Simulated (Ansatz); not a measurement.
Cu(NH3)H (CuNH4), relaxed as a singlet with RKS r2SCAN-D4/def2-TZVP in Ansatz, starting from the GFN2-xTB geometry. Force threshold 0.02 eV/Å.

Start:

```xyz
6

Cu   -0.9803    0.7591    0.0333
N     0.5787   -0.4427   -0.0255
H     0.7807   -0.6955   -0.9907
H     0.3660   -1.2820    0.5102
H     1.3852    0.0274    0.3807
H    -2.1303    1.6336    0.0920
```

```csv
step,energy (eV),largest force component (eV/Å),SCF passes
1,-46196.0274,0.491,26
2,-46196.0397,0.247,32
3,-46196.0441,0.068,32
4,-46196.0442,0.011,32
```

Force components are those of the run's own axes.

End:

```xyz
6

Cu   -0.9895    0.7617    0.0395
N     0.5673   -0.4366   -0.0227
H     0.7924   -0.7028   -0.9782
H     0.3978   -1.2918    0.5012
H     1.3924    0.0066    0.3739
H    -2.1604    1.6629    0.0864
```

By distances, no bond broke or formed. The bond that changes most is Cu1–H6, from 1.45 to 1.48 Å (atoms count from 1).

No frequencies were taken in this run, so the end may be a saddle point.

Hardware: 4 threads of Intel Xeon Platinum 8259CL on a shared host. Wall time 6 s.
